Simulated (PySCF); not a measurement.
Hexachlorodisilane, SMILES Cl[Si](Cl)(Cl)[Si](Cl)(Cl)Cl (Cl6Si2) (PBE0/def2-SVP optimised geometry):

```
8

Cl     1.364    -0.967     0.000
Si    -0.685    -0.967     0.000
Cl    -1.364     0.967     0.000
Cl    -1.365    -1.926     1.678
Si    -1.466    -2.069    -1.901
Cl    -0.792    -1.105    -3.579
Cl    -0.780    -4.000    -1.905
Cl    -3.515    -2.076    -1.897
```

Calculation: PBE0/def2-TZVP in PySCF.

Task: What are the frontier orbital energies and the dipole moment?

Result: HOMO-2 -9.60 eV, HOMO-1 -9.51 eV, HOMO -8.80 eV, LUMO -1.19 eV, LUMO+1 -1.19 eV; dipole moment 0.00 D.

On the same geometry PBE/def2-TZVP in PySCF 2.14.0 gives HOMO-2 -8.16 eV, HOMO-1 -8.07 eV, HOMO -7.57 eV, LUMO -2.00 eV, LUMO+1 -2.00 eV; dipole moment 0.00 D.

Meta-Löwdin charges at PBE0/def2-TZVP: Cl1 -0.25, Si2 0.75, Cl3 -0.25, Cl4 -0.25, Si5 0.75, Cl6 -0.25, Cl7 -0.25, Cl8 -0.25.
